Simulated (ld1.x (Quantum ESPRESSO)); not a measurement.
What the settings do to the TM potential of zirconium

Base potential:

```
Element                 : Zr
Generator               : ld1.x (Quantum ESPRESSO) 7.5
Type                    : norm-conserving Troullier–Martins (Kleinman–Bylander form)
Functional              : PBE
Relativity              : scalar-relativistic
Frozen core             : [Kr]
Valence charge          : 4
Reference configuration : 4d2 5s1 5p0 (charge +1)
Partial waves           : 5p (bound, empty): rc 3.35 bohr; 4d (bound): rc 1.85 bohr; 5s (bound): rc 2.40 bohr
Local potential         : the s channel
Core correction         : Bessel-smoothed model core inside 1.10 bohr
```

All-electron outer shells of the reference configuration (PBE, scalar-relativistic, ld1.x):

```json
{"shell": "4p", "level (eV)": "-39.14", "outermost node (bohr)": "0.56", "outermost maximum (bohr)": "1.17"}
{"shell": "4d", "level (eV)": "-9.98", "outermost node (bohr)": "0.58", "outermost maximum (bohr)": "1.59"}
{"shell": "5s", "level (eV)": "-9.94", "outermost node (bohr)": "1.46", "outermost maximum (bohr)": "3.00"}
{"shell": "5p", "level (eV)": "-6.26", "outermost node (bohr)": "1.68", "outermost maximum (bohr)": "3.71"}
```

Cutoffs, loose and tight: the cutoffs (Ry, on a coarse ladder) from which the occupation-weighted sum of valence levels, in a spherical-Bessel basis at the reference potential, stays within 10 and 1 mRy of its value at 400 Ry. They do not see the model core or the augmentation charge, which bear on the density cutoff. Test errors are all-electron minus pseudo excitation energies from the reference, over the configurations 4d2 5s2 5p0; 4d2 5s0 5p0; 4d1 5s0 5p0; 4d2 5s1.5 5p0; 4d2.5 5s1.5 5p0; 4d1 5s2 5p1; 4d1 5s2 5p0. A dash means not determined; rows that change the core or the reference have their own tests. The largest error is taken over the tests solved by every variant that gives reliable tests at all: 4d1 5s0 5p0; 4d1 5s2 5p1; 4d2 5s0 5p0; 4d2 5s1.5 5p0; 4d2 5s2 5p0; 4d2.5 5s1.5 5p0.

A true bound ghost makes a file unfit for plane-wave use even where its test errors are small: the radial tests pick states by their node count and pass the ghost by.

```csv
change,outcome,"cutoff, loose","cutoff, tight",bound ghosts,largest test error (meV)
base,generated,30 Ry,40 Ry,none,-319
functional Wu–Cohen,generated,30 Ry,40 Ry,none,-345
wave 5p (bound): rc 3.35 bohr becomes 5p (bound): rc 2.20 bohr,generated,30 Ry,40 Ry,p,-319
core correction Bessel-smoothed model core inside 2.06 bohr,generated,30 Ry,40 Ry,none,-317
```

(1) What comes out with this change to the base: wave 4d (bound): rc 1.85 bohr becomes 4d (bound): rc 1.28 bohr?

(2) What comes out with this change to the base: local potential the d channel?

(3) What comes out with this change to the base: all radii but the core radius scaled by about 1.18 (s 2.84, p 3.96, d 2.20 bohr)?

Results:

(1) outcome: generated; cutoff, loose: 60 Ry; cutoff, tight: 90 Ry; bound ghosts: none; largest test error (meV): -320.

(2) outcome: generated; cutoff, loose: 30 Ry; cutoff, tight: 40 Ry; bound ghosts: s, p; largest test error (meV): -272.

(3) outcome: generated; cutoff, loose: 30 Ry; cutoff, tight: 35 Ry; bound ghosts: none; largest test error (meV): -290.
